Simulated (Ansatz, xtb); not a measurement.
# Ranking isomers of FHNSiZn

7 gas-phase structures of FHNSiZn, found in a search over its isomers (lower ones may exist). Each was relaxed with GFN2-xTB; where two conformers were screened, the lower at r2SCAN-D4/def2-SVP is listed:

A. a doublet given by its coordinates
B. `[H]/N=[Si]/[Zn][F]`, a doublet
C. `F/[Si]=[N]/[ZnH]`, a doublet
D. the doublet with the links of `F/[SiH]=[N]/[Zn]`
E. the doublet with the links of `F/[SiH]=[N]\[Zn]`
F. `F[Si][NH][Zn]`, a doublet
G. a doublet given by its coordinates

G (Å):

```tsv
atom	x (Å)	y (Å)	z (Å)
F	-0.5929	-1.2677	3.0420
N	0.8798	0.7444	1.9841
Si	-0.1034	-0.5450	1.6392
Zn	0.9310	0.9174	-0.1260
H	1.1015	0.9915	2.9455
```

Close contacts (Å): F1–Si3 1.65, N2–Si3 1.66, N2–Zn4 2.12, Si3–Zn4 2.51, N2–H5 1.02.

A (Å):

```xyz
5

F     1.0250    1.5859    1.9987
N    -0.2566   -0.4407    3.0265
Si    0.4516    0.0739    1.6559
Zn    1.7081    0.8559   -0.4338
H    -0.7183   -1.3275    3.1392
```

Close contacts (Å): F1–Si3 1.65, N2–Si3 1.63, Si3–Zn4 2.56, N2–H5 1.01.

Question: Which do you expect lowest at r2SCAN-D4/def2-SVP, and how would the others follow?

Answer: Calculated order at r2SCAN-D4/def2-SVP: F (0.0), G (10.2), C (19.7), E (24.4), D (26.7), A (26.8), B (44.4) kcal/mol. Less than 1 kcal/mol parts D and A, so the order within that pair means little.

Energies above the lowest of each column, in kcal/mol; the last columns are at PBE0-D3(BJ)/def2-SVP geometries and were run for some of them only (a dash: not run or not comparable):

| structure | GFN2-xTB | HF/STO-3G | r2SCAN-D4/def2-SVP | PBE0-D3(BJ)/def2-SVP | CCSD(T)/def2-SVP |
| --- | --- | --- | --- | --- | --- |
| F | 0.0 | 0.0 | 0.0 | 0.0 | 0.0 |
| G | 0.1 | 28.4 | 10.2 | relaxes to F | – |
| C | 19.8 | 79.0 | 19.7 | 28.4 | 29.6 |
| E | 1.1 | 39.7 | 24.4 | – | – |
| D | 1.1 | 42.0 | 26.7 | – | – |
| A | 0.9 | 65.3 | 26.8 | – | – |
| B | 0.4 | 48.0 | 44.4 | – | – |

Every level run on F puts it lowest or level with the lowest. Some further structures that were screened fall inside this span and aren't listed. Flexible structures stand in one conformer each, not always the lowest. Frequencies (PBE0-D3(BJ)/def2-SVP) were run for C, F alone. Open shells are spin-unrestricted, some with notable spin contamination.

Over these structures GFN2-xTB departs from r2SCAN-D4/def2-SVP by 12.9 kcal/mol on average once a common shift is removed. A GFN2-xTB relaxation took about 0.078 s and the r2SCAN-D4/def2-SVP energy about 6.9 s on a shared host (Ansatz 0.2.0, xtb 6.7.1).
